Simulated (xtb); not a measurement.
C2H6OZn (SMILES C[CH2][Zn][OH]), singlet, from a rough starting geometry (GFN-xTB shapes and energies of metal compounds can be far from the true ones); GFN2-xTB (xtb).

xtb was given this input:
```
$ xtb mol.xyz --gfn 2 --opt vtight --json

# file mol.xyz
10

Zn     0.99802162     0.77354046     0.95247212
C      0.37144965    -0.66205004    -0.41136359
C     -1.00256721    -0.30805402    -1.12654399
H      0.32210550    -1.57423490     0.11096045
H      1.02146555    -0.76936227    -1.24972607
H     -0.95728880     0.56902544    -1.66773082
H     -1.80743230    -0.14392983    -0.30810336
H     -1.29576089    -1.06512393    -1.72069265
O      0.90328180     1.32045132     2.55442427
H      1.53998127     1.96588430     2.97337460
```

Problem. Write the output that xtb gives for this input, abridged.

Solution. 
```
   ID    Z sym.   atoms
    1   30 Zn     1
    2    6 C      2, 3
    3    1 H      4-8, 10
    4    8 O      9

           -------------------------------------------------
          |                Calculation Setup                |
           -------------------------------------------------

           -------------------------------------------------
          |                 G F N 2 - x T B                 |
           -------------------------------------------------

          ...................................................
          :                      SETUP                      :
          :.................................................:
          :  # basis functions                  22          :
          :  # atomic orbitals                  22          :
          :  # shells                           14          :
          :  # electrons                        22          :
          :  max. iterations                   250          :
          :  Hamiltonian                  GFN2-xTB          :
          :  restarted?                      false          :
          :  GBSA solvation                  false          :
          :  PC potential                    false          :
          :  electronic temp.          300.0000000     K    :
          :  accuracy                    1.0000000          :
          :  -> integral cutoff          0.2500000E+02      :
          :  -> integral neglect         0.1000000E-07      :
          :  -> SCF convergence          0.1000000E-05 Eh   :
          :  -> wf. convergence          0.1000000E-03 e    :
          :  Broyden damping             0.4000000          :
          :  net charge                          0          :
          :  unpaired electrons                  0          :
          ...................................................

 iter      E             dE          RMSdq      gap      omega  full diag
   1    -11.9159269 -0.119159E+02  0.769E+00    4.07       0.0  T
   2    -11.8926930  0.232339E-01  0.439E+00    5.06       1.0  T
   3    -11.9380070 -0.453140E-01  0.340E+00    3.92       1.0  T
   4    -12.0443428 -0.106336E+00  0.820E-01    4.03       1.0  T
   5    -12.0457837 -0.144084E-02  0.291E-01    4.13       1.0  T
   6    -12.0458422 -0.584776E-04  0.173E-01    4.08       1.0  T
   7    -12.0458872 -0.450746E-04  0.613E-02    4.10       1.0  T
   8    -12.0459063 -0.190293E-04  0.351E-02    4.10       1.0  T
   9    -12.0459112 -0.496242E-05  0.694E-03    4.10       4.6  T
  10    -12.0459113 -0.627235E-07  0.153E-03    4.10      20.7  T
  11    -12.0459113 -0.235780E-07  0.413E-04    4.10      76.7  T
  12    -12.0459113  0.675687E-09  0.293E-04    4.10     107.8  T

   *** convergence criteria satisfied after 12 iterations ***

         :::::::::::::::::::::::::::::::::::::::::::::::::::::
         ::                     SUMMARY                     ::
         :::::::::::::::::::::::::::::::::::::::::::::::::::::
         :: total energy             -11.907987973657 Eh    ::
         :: gradient norm              0.155917275254 Eh/a0 ::
         :: HOMO-LUMO gap              4.099301421235 eV    ::
         ::.................................................::
         :: SCC energy               -12.045909440924 Eh    ::
         :: -> isotropic ES            0.083138740555 Eh    ::
         :: -> anisotropic ES          0.001339814489 Eh    ::
         :: -> anisotropic XC          0.003850574703 Eh    ::
         :: -> dispersion             -0.003943051289 Eh    ::
         :: repulsion energy           0.137921467267 Eh    ::
         :: add. restraining           0.000000000000 Eh    ::
         :: total charge               0.000000000000 e     ::
         :::::::::::::::::::::::::::::::::::::::::::::::::::::

      -----------------------------------------------------------
     |                   =====================                   |
     |                        A N C O P T                        |
     |                   =====================                   |
     |               Approximate Normal Coordinate               |
     |                Rational Function Optimizer                |
      -----------------------------------------------------------
      -----------------------------------------------------------
     |                   =====================                   |
     |                        A N C O P T                        |
     |                   =====================                   |
     |               Approximate Normal Coordinate               |
     |                Rational Function Optimizer                |
      -----------------------------------------------------------

          ...................................................
          :                      SETUP                      :
          :.................................................:
          :   optimization level         verytight          :
          :   max. optcycles                   200          :
          :   ANC micro-cycles                  20          :
          :   degrees of freedom                24          :
          :.................................................:
          :   RF solver                   davidson          :
          :   write xtbopt.log                true          :
          :   linear?                        false          :
          :   energy convergence         0.1000000E-06 Eh   :
          :   grad. convergence          0.2000000E-03 Eh/α :
          :   maxmium RF displ.          1.0000000          :
          :   Hlow (freq-cutoff)         0.1000000E-01      :
          :   Hmax (freq-cutoff)         5.0000000          :
          :   S6 in model hess.         20.0000000          :
          ...................................................

generating ANC from exact Hessian ...
Using Lindh-Hessian (1995)
 Shifting diagonal of input Hessian by    9.8840999549186497E-003
[...]
 * total energy  :   -11.9257545 Eh     change       -0.5386436E-06 Eh
 * total energy  :   -11.9257548 Eh     change       -0.3771754E-06 Eh
 * total energy  :   -11.9257551 Eh     change       -0.2290076E-06 Eh
 * total energy  :   -11.9257552 Eh     change       -0.1674181E-06 Eh
 * total energy  :   -11.9257554 Eh     change       -0.1578896E-06 Eh
 * total energy  :   -11.9257556 Eh     change       -0.1642114E-06 Eh
 * total energy  :   -11.9257557 Eh     change       -0.1611542E-06 Eh
 * total energy  :   -11.9257559 Eh     change       -0.1487601E-06 Eh
 * total energy  :   -11.9257560 Eh     change       -0.1395357E-06 Eh
 * total energy  :   -11.9257561 Eh     change       -0.1313921E-06 Eh
 * total energy  :   -11.9257563 Eh     change       -0.1210133E-06 Eh
 * total energy  :   -11.9257564 Eh     change       -0.1036691E-06 Eh
 * total energy  :   -11.9257565 Eh     change       -0.8682532E-07 Eh
   *** GEOMETRY OPTIMIZATION CONVERGED AFTER 61 ITERATIONS ***
[...]
   3    -12.0494261 -0.123496E-09  0.476E-05    4.07     663.9  T

   *** convergence criteria satisfied after 3 iterations ***

         :::::::::::::::::::::::::::::::::::::::::::::::::::::
         ::                     SUMMARY                     ::
         :::::::::::::::::::::::::::::::::::::::::::::::::::::
         :: total energy             -11.925756460358 Eh    ::
         :: gradient norm              0.000029243633 Eh/a0 ::
         :: HOMO-LUMO gap              4.067158001351 eV    ::
         ::.................................................::
         :: SCC energy               -12.049423003718 Eh    ::
         :: -> isotropic ES            0.084434363308 Eh    ::
         :: -> anisotropic ES          0.001095217941 Eh    ::
         :: -> anisotropic XC          0.004130477455 Eh    ::
         :: -> dispersion             -0.004103129816 Eh    ::
         :: repulsion energy           0.123666543360 Eh    ::
         :: add. restraining           0.000000000000 Eh    ::
         :: total charge               0.000000000000 e     ::
         :::::::::::::::::::::::::::::::::::::::::::::::::::::

           -------------------------------------------------
          |                Property Printout                |
           -------------------------------------------------

    * Orbital Energies and Occupations

         #    Occupation            Energy/Eh            Energy/eV
      -------------------------------------------------------------
         1        2.0000           -0.6393135             -17.3966
         2        2.0000           -0.6133519             -16.6902
         3        2.0000           -0.5686826             -15.4746
         4        2.0000           -0.5300606             -14.4237
         5        2.0000           -0.5050518             -13.7432
         6        2.0000           -0.4894552             -13.3188
         7        2.0000           -0.4692932             -12.7701
         8        2.0000           -0.4438403             -12.0775
         9        2.0000           -0.4424873             -12.0407
        10        2.0000           -0.4106617             -11.1747
        11        2.0000           -0.3869507             -10.5295 (HOMO)
        12                         -0.2374854              -6.4623 (LUMO)
        13                         -0.0538166              -1.4644
        14                          0.0137722               0.3748
        15                          0.1285732               3.4987
        16                          0.1496875               4.0732
        17                          0.1671756               4.5491
        18                          0.1915290               5.2118
        19                          0.2197505               5.9797
        20                          0.2723604               7.4113
        21                          0.2744068               7.4670
        22                          0.6384025              17.3718
      -------------------------------------------------------------
                  HL-Gap            0.1494653 Eh            4.0672 eV
             Fermi-level           -0.3122181 Eh           -8.4959 eV

     #   Z          covCN         q      C6AA      α(0)
     1  30 Zn       1.594     0.289   121.712    21.551
     2   6 C        3.654    -0.120    23.125     6.904
     3   6 C        3.776    -0.100    22.440     6.749
     4   1 H        0.925     0.050     2.316     2.380
     5   1 H        0.925     0.050     2.317     2.380
     6   1 H        0.925     0.048     2.351     2.398
     7   1 H        0.925     0.048     2.343     2.394
     8   1 H        0.924     0.046     2.369     2.407
     9   8 O        1.543    -0.594    25.109     6.760
    10   1 H        0.806     0.283     0.774     1.382

 Mol. C6AA /au·bohr⁶  :       1142.577759
 Mol. C8AA /au·bohr⁸  :      39551.586711
 Mol. α(0) /au        :         55.304277

Wiberg/Mayer (AO) data.
largest (>0.10) Wiberg bond orders for each atom

 ---------------------------------------------------------------------------
     #   Z sym  total        # sym  WBO       # sym  WBO       # sym  WBO
 ---------------------------------------------------------------------------
     1  30 Zn   1.830 --     9 O    0.907     2 C    0.805
     2   6 C    3.994 --     3 C    1.026     5 H    0.970     4 H    0.969
                             1 Zn   0.805     9 O    0.213
     3   6 C    3.996 --     2 C    1.026     6 H    0.979     7 H    0.978
                             8 H    0.973
     4   1 H    0.997 --     2 C    0.969
     5   1 H    0.997 --     2 C    0.970
     6   1 H    0.998 --     3 C    0.979
     7   1 H    0.998 --     3 C    0.978
     8   1 H    0.998 --     3 C    0.973
     9   8 O    2.036 --     1 Zn   0.907    10 H    0.899     2 C    0.213
    10   1 H    0.920 --     9 O    0.899
 ---------------------------------------------------------------------------

Topologies differ in total number of bonds
Writing topology from bond orders to xtbtopo.mol

molecular dipole:
                 x           y           z       tot (Debye)
 q only:        0.320      -0.576      -0.406
   full:        0.512      -0.526      -0.241       1.963
molecular quadrupole (traceless):
                xx          xy          yy          xz          yz          zz
 q only:        2.268       0.446      -1.815       2.083      -1.234      -0.453
  q+dip:        1.778       1.617      -2.256       3.192      -0.549       0.478
   full:        2.438       1.754      -2.711       3.548      -1.287       0.273

optimized geometry written to: xtbopt.xyz

           -------------------------------------------------
          | TOTAL ENERGY              -11.925756460358 Eh   |
          | GRADIENT NORM               0.000029243633 Eh/α |
          | HOMO-LUMO GAP               4.067158001351 eV   |
           -------------------------------------------------
```
